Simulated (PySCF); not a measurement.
# Removing an electron from `[SiH3]n1cncc1Cl`

Species: C3H5ClN2Si.
Geometry (PBE0-D3(BJ)/def2-SVP, Å), atoms numbered from 1 in this order:
```
atom  x, y, z in Å
Si1    1.0913    2.7394   -0.0796
N2    -0.6804    2.5707   -0.2296
C3    -1.4447    1.4386   -0.0620
N4    -2.7196    1.6582   -0.2327
C5    -2.8375    2.9885   -0.5279
C6    -1.5922    3.5615   -0.5289
Cl7   -1.0751    5.1650   -0.8220
H8     1.6646    3.1845   -1.3769
H9     1.5560    1.3709    0.2718
H10    1.4113    3.7096    1.0001
H11   -0.9930    0.4776    0.1867
H12   -3.7938    3.4700   -0.7232
```

Level: CAM-B3LYP/def2-SVPD (PySCF). Frontier orbitals with their largest atomic shares (Löwdin; up to four atoms above 4 %):

```csv
orbital,ε (eV),main atoms
HOMO−3,-11.19,"Cl7 70 %, C6 7 %, Si1 6 %, N4 5 %"
HOMO−2,-9.79,"N2 32 %, N4 28 %, C5 13 %, C3 7 %"
HOMO−1,-9.47,"N4 63 %, C5 10 %, C3 9 %, Cl7 6 %"
HOMO,-8.04,?
LUMO,0.79,"Si1 40 %, H8 11 %, H9 11 %, H10 11 %"
LUMO+1,0.91,"Si1 44 %, Cl7 17 %, H10 9 %, H8 8 %"
LUMO+2,1.07,"C3 19 %, C6 18 %, N2 17 %, N4 11 %"
```

**Question.** What vertical ionisation energy does ΔSCF give, and how far is −ε(HOMO) from it?

**Answer.** ΔSCF: 8.77 eV (847 kJ/mol; threshold wavelength 141 nm); ⟨S²⟩ of the doublet left behind is 0.764, against 0.75 for a pure doublet. −ε(HOMO) is 8.04 eV, 0.73 eV below it. For the exact functional −ε(HOMO) would equal the first vertical ionisation energy; CAM-B3LYP (range-separated hybrid) falls short of its own ΔSCF value by 8 %. Holes in the HOMO−1 and HOMO−2 were tried too where these lie within 1.2 eV of the HOMO; the lowest converged state counts.

**Question.** On which atoms does the HOMO lie?

**Answer.** C6 (aromatic C–Cl carbon) 25 %, C5 (aromatic CH next to a ring nitrogen) 21 %, C3 (aromatic CH next to a ring nitrogen) 19 %, Cl7 (aryl chlorine) 17 %, so no atom holds as much as 40 %. The HOMO−1 lies 1.43 eV lower.

**Question.** What total energies stand behind the ΔSCF value?

**Answer.** E(N) = -976.04919 Eh and E(N − 1) = -975.72677 Eh at the same geometry, 0.32242 Eh apart.

**Question.** With α = 85.5 au, estimate the like-pair dispersion coefficient by London's formula C6 = (3/4)α²I.

**Answer.** I = 0.3224 Eh, so C6 ≈ 1770 au, a rough estimate.

**Question.** How many of the 10 lowest singlet excitations (vertical TDDFT, same level) lie below the ionisation energy?

**Answer.** All 10; they run from 6.05 to 7.55 eV.

**Question.** Shift the occupied levels rigidly so that −ε(HOMO) equals the ΔSCF value. What binding energies result?

**Answer.** The shift is +0.73 eV: HOMO 8.77, HOMO−1 10.20, HOMO−2 10.52, HOMO−3 11.92 eV. A rigid shift is only a rough guide to the deeper ionisations.

Isolated species at its PBE0-D3(BJ)/def2-SVP geometry, gas phase.
